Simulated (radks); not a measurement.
Q: The ytterbium ion Yb56+, configuration [Ne] 3s2 3p2. All-electron calculation, Dirac Kohn-Sham, PBE, spin-unpolarised, spherical densities, finite nucleus; open shells fill j = l - 1/2 first; Fermi nuclear charge, rms radius 5.3108 fm. Program: a radial shooting solver on a logarithmic mesh with Libxc functionals. Some entries of the table are withheld. Estimate them.

| orbital | occ. | eigenvalue (Ry) | <r^2> (bohr^2) |
|---|---|---|---|
| 1s1/2 | 2 | (1) | 0.0005295 |
| 2s1/2 | 2 | -1065.679 | 0.007931 |
| 2p1/2 | 2 | (2) | (3) |
| 2p3/2 | 4 | (4) | (5) |
| 3s1/2 | 2 | -429.2277 | 0.04476 |
| 3p1/2 | 2 | -417.9415 | 0.04021 |
| 3p3/2 | 0 | -397.1117 | 0.04479 |

A: 
(1) 1s1/2 eigenvalue (Ry): -4813.444
(2) 2p1/2 eigenvalue (Ry): -1034.677
(3) 2p1/2 <r^2> (bohr^2): 0.005682
(4) 2p3/2 eigenvalue (Ry): -955.6498
(5) 2p3/2 <r^2> (bohr^2): 0.006820
